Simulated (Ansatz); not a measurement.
Reaction (cleavage of the Al–B bond): `[AlH2][B]([SiH3])[SiH3]` + CH₃SH → `C[S][AlH2]` + `[SiH3]B[SiH3]`

Computed with Ansatz on PBE0-D4/def2-TZVP structures; ΔE is electronic, products minus reactants. CCSD(T)/CBS adds triple-zeta CCSD(T) − MP2 to the extrapolated MP2 energy (def2 sets, frozen cores). This one scheme is used for every species. Functionals use def2-TZVPP.

```json
{"level": "ωB97M-V", "ΔE (eV)": "-1.18"}
{"level": "HF/CBS(def2)", "ΔE (eV)": "-1.27"}
```

Task: What does CCSD(T)/CBS give? (Estimate.)

Result: Computed: -1.17 eV. The listed levels differ from it by -0.01, -0.10 eV.

Largest T1 diagnostic among the species: 0.015.

In def2-TZVPP, CCSD(T) changes the Hartree–Fock value by +0.12 eV (the triples alone add +0.01 eV) and MP2 by +0.04 eV. From PBE to PBE0 (25 % exact exchange), in def2-TZVPP and without D4, ΔE moves by −0.03 eV.
